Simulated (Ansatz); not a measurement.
Ansatz (a program for electronic structure) input:

Ansatz 0.2 input:
```yaml
crystal:
  periodic: [false, false, false]
  atoms:
    - {symbol: C, position_ang: [2.53473254, 0.00161516, -0.24777966]}
    - {symbol: C, position_ang: [1.20361177, 0.73198683, -0.37363065]}
    - {symbol: C, position_ang: [0.01149827, -0.22597742, -0.06440536]}
    - {symbol: C, position_ang: [-1.31525223, 0.57145524, -0.26006987]}
    - {symbol: C, position_ang: [-2.52643592, -0.32094191, -0.01960131]}
    - {symbol: O, position_ang: [0.10226073, -0.80545094, 1.12962024]}
    - {symbol: H, position_ang: [2.63871165, -0.75209721, -1.03685475]}
    - {symbol: H, position_ang: [2.54015230, -0.51894187, 0.71221627]}
    - {symbol: H, position_ang: [3.39920051, 0.67314703, -0.30795484]}
    - {symbol: H, position_ang: [1.09929989, 1.17879612, -1.37465440]}
    - {symbol: H, position_ang: [1.16403395, 1.54680956, 0.36157663]}
    - {symbol: H, position_ang: [0.01869773, -0.96055603, -0.94312967]}
    - {symbol: H, position_ang: [-1.31349412, 1.38891239, 0.47327381]}
    - {symbol: H, position_ang: [-1.35852477, 1.02215468, -1.26384553]}
    - {symbol: H, position_ang: [-2.37980312, -0.83249918, 0.93402816]}
    - {symbol: H, position_ang: [-3.47090137, 0.23530349, 0.00177769]}
    - {symbol: H, position_ang: [-2.60438504, -1.08624888, -0.80047433]}
basis:
  gaussian:
    orbitals: def2-TZVPD
hamiltonian:
  xc: {name: BLYP}
total_charge: -1
output: {forces: true}
```

### Question
Predict the final energy.

### Answer
-272.35166 Eh (BLYP/def2-TZVPD). The basis has 324 functions.

It need not be the lowest isomer of its formula. Whether it binds its extra electron was not tested at this geometry.
